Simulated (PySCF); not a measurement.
# One molecule, several mistakes: CGeH7NSi

All numbers below are calculated, not measured. The program is PySCF 2.14.0, an open-source quantum chemistry code, run on an isolated molecule that a program drew, which may never have been made. The molecule is CGeH7NSi (charge 0, singlet), drawn as the SMILES string `C=[SiH][GeH2][NH2]`.

Each row is a Hartree-Fock (HF) and frozen-core CCSD(T) single point in the cc-pV(D+d)Z basis, meant for a local HF minimum. Run 1 is clean. Each other run has one planted mistake out of seven kinds, and not every kind appears here: one electron removed, one electron added, multiplicity raised by two, geometry at a saddle point, minimal basis STO-3G, one bond length entered in bohr, all coordinates scaled. The reference is restricted for singlets and unrestricted otherwise, and also for a bond in bohr. Adding or removing an electron swaps singlet and doublet. Electrons count all cores. HOMO and LUMO are orbital energies over both spins, the gradient is its largest component, and the lowest frequency (negative if imaginary) is given only where the gradient is small. Bond lengths are over the 10 bonds as drawn. T1 is the CCSD diagnostic: over 0.02 (restricted) or 0.045 (unrestricted) a single reference is doubtful. Germanium has the cc-pVDZ-PP basis, with a core potential (ECP10MDF) in place of its 10 inner electrons, and its 3s, 3p and 3d shells are frozen in CCSD(T).

Geometry of the clean run:
```xyz
11
CGeH7NSi, angstrom
C    -2.4688    0.1532    0.3870
Si   -1.2150    1.1963   -0.0915
Ge    0.8508    1.3009    1.1330
N     0.8628    0.1400    2.5674
H    -2.3737   -0.4923    1.2539
H    -3.4142    0.0786   -0.1398
H    -1.3854    2.0593   -1.2794
H     2.0240    0.9224    0.2247
H     1.0694    2.7133    1.6826
H     0.1501    0.3365    3.2502
H     0.7705   -0.8267    2.3035
```

```
run  electrons  basis functions  <S^2>  HOMO (eV)  LUMO (eV)  gradient (hartree/bohr)  lowest frequency (cm^-1)  mean bond (Å)  longest bond (Å)      T1  HF (hartree)  CCSD(T) (hartree)                          mistake
  1         66              109  0.000      -8.46       2.13                  1.5e-05                        63         1.4672             2.404  0.0138    -678.65865         -679.24115                         no fault
  2         66              109  1.139      -8.11       2.11                  2.2e-02                         -         1.5567             2.404  0.0696    -678.53209         -679.10056  one bond length entered in bohr
  3         66              109  0.000      -8.02       1.68                  6.2e-02                         -         1.5949             2.613  0.0160    -678.59125         -679.19848           all coordinates scaled
  4         66              109  2.032      -6.17       0.66                  9.4e-02                         -         1.4672             2.404  0.0124    -678.59713         -679.13958                                ?
  5         65              109  0.756     -14.82      -6.16                  5.1e-02                         -         1.4672             2.404  0.0146    -678.40145         -678.93416                                ?
```

**Which mistake was planted in run 4, and what did it cost?**

Electrons, basis and geometry are unchanged, and <S^2> is 2.032, beside S(S+1) = 2.00 for a multiplicity of 3. So the mistake is: multiplicity raised by two. Subtracting run 1 and multiplying by 627.51 kcal/mol a hartree, the energy moved by 38.6 kcal/mol in HF and 63.7 kcal/mol in CCSD(T).

**Which mistake was planted in run 5, and what did it cost?**

It counts 65 electrons, one fewer than the clean run, at the same geometry and basis. So the mistake is: one electron removed. Subtracting run 1 and multiplying by 627.51 kcal/mol a hartree, the energy moved by 161.4 kcal/mol in HF and 192.6 kcal/mol in CCSD(T).

Cautions from the logs. Run 2: T1 is over the limit, so its CCSD(T) energy is less reliable.
